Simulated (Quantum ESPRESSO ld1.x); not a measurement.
Values are calculated unless marked as measured or tabulated.
Task: Species: Mg+. Configuration: [He] 2s1.5 2p6 3s1 4s0.5 (fractional occupations, a model configuration). Level of theory: non-relativistic Kohn-Sham, LDA (Slater exchange, Perdew-Zunger correlation), spin-polarised, spherical densities, point nucleus; open shells are filled with parallel spins first (ld1.x of Quantum ESPRESSO 7.5). Some entries of the table are withheld. Estimate them.

orbital,occ.,eigenvalue (hartree),<r^2> (bohr^2),<r> (bohr)
1s up,1,-46.8126,0.02325,0.1314
1s down,1,-46.7781,0.02325,0.1314
2s up,1,(1),0.5723,0.6905
2s down,0.5,(2),0.5739,0.6915
2p up,3,(3),0.5699,0.6687
2p down,3,(4),0.5704,0.6693
3s up,1,-0.55842,7.302,2.519
3s down,0,-0.48832,7.628,2.565
4s up,0.5,-0.18172,43.84,(5)
4s down,0,-0.15653,49.93,(6)

Result: 
(1) 2s up eigenvalue (hartree): -3.63807
(2) 2s down eigenvalue (hartree): -3.58640
(3) 2p up eigenvalue (hartree): -2.45423
(4) 2p down eigenvalue (hartree): -2.40506
(5) 4s up <r> (bohr): 6.250
(6) 4s down <r> (bohr): 6.664
